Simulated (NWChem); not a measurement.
System meant: CH4OSi; SMILES O=C[SiH3]

NWChem input:

```
start job
memory heap 200 mb stack 900 mb global 1100 mb
geometry units angstroms noautosym nocenter noautoz
  O     -0.344755    -1.686678     0.000000
  C      0.483270    -0.811339     0.000000
  Si    -0.064650     1.047660     0.000000
  H      1.579469    -1.071779     0.000000
  H     -0.889616     1.283848     1.219817
  H     -0.889616     1.283848    -1.219817
  H      1.123539     1.952976     0.000000
end
basis spherical
  O library def2-svp
  C library def2-svp
  Si library def2-svp
  H library def2-svp
end
dft
  xc m06-2x
  iterations 150
end
property
  shielding 6 1 2 3 4 5 7
end
task dft property
```

End of the output:

```
 Vector   19  Occ=0.000000D+00  E= 8.437106D-02
              MO Center= -1.1D-01,  9.3D-01,  1.7D-09, r^2= 3.8D+00
   Bfn.  Coefficient  Atom+Function         Bfn.  Coefficient  Atom+Function
  ----- ------------  ---------------      ----- ------------  ---------------
    39      1.480800  3 Si px                63     -1.190225  7 H  s
    53      0.682928  5 H  s                 58      0.682928  6 H  s
    40      0.317048  3 Si py                48     -0.210964  4 H  s
    36      0.177926  3 Si px                62     -0.167871  7 H  s
    31     -0.166087  3 Si s                 44      0.126465  3 Si d  0

 center of mass
 --------------
 x =  -0.01866917 y =  -0.12371199 z =   0.00000000

 moments of inertia (a.u.)
 ------------------
         339.880173436050          -3.089724937137           0.000000000000
          -3.089724937137          47.122479803429           0.000000000000
           0.000000000000           0.000000000000         365.582027498554

     Multipole analysis of the density
     ---------------------------------

     L   x y z        total         alpha         beta         nuclear
     -   - - -        -----         -----         ----         -------
     0   0 0 0     -0.000000    -16.000000    -16.000000     32.000000

     1   1 0 0      0.510252      0.103706      0.103706      0.302840
     1   0 1 0      0.656247      0.559922      0.559922     -0.463597
     1   0 0 1     -0.000000     -0.000000     -0.000000      0.000000

     2   2 0 0    -19.413807    -23.545773    -23.545773     27.677740
     2   1 1 0     -1.563406     -0.010805     -0.010805     -1.541796
     2   1 0 1      0.000000      0.000000      0.000000      0.000000
     2   0 2 0    -22.512441   -101.129776   -101.129776    179.747111
     2   0 1 1     -0.000000     -0.000000     -0.000000      0.000000
     2   0 0 2    -19.346291    -14.986723    -14.986723     10.627155

          -----------------------------------------
          Chemical Shielding Tensors (GIAO, in ppm)
          -----------------------------------------

 ------------------------------------------------------------------------
  xm06: d2 not coded                    0
 ------------------------------------------------------------------------
 ------------------------------------------------------------------------
  current input line :
    25: task dft property
 ------------------------------------------------------------------------
 ------------------------------------------------------------------------
 This error has not yet been assigned to a category
 ------------------------------------------------------------------------
 For more information see the NWChem manual at https://nwchemgit.github.io

0: xm06: d2 not coded:Received an Error in Communication
```

Q: Find the fault in this run and fix the input.

A: The program stopped with an error. Cause: this functional's second derivatives, which shieldings need, aren't coded here; the fix takes a hybrid GGA instead. This input runs:
```
start job
memory heap 200 mb stack 900 mb global 1100 mb
geometry units angstroms noautosym nocenter noautoz
  O     -0.344755    -1.686678     0.000000
  C      0.483270    -0.811339     0.000000
  Si    -0.064650     1.047660     0.000000
  H      1.579469    -1.071779     0.000000
  H     -0.889616     1.283848     1.219817
  H     -0.889616     1.283848    -1.219817
  H      1.123539     1.952976     0.000000
end
basis spherical
  O library def2-svp
  C library def2-svp
  Si library def2-svp
  H library def2-svp
end
dft
  xc pbe0
  iterations 150
end
property
  shielding 6 1 2 3 4 5 7
end
task dft property
```
It converges to -404.75358 Ha (PBE0/def2-SVP, GIAO).
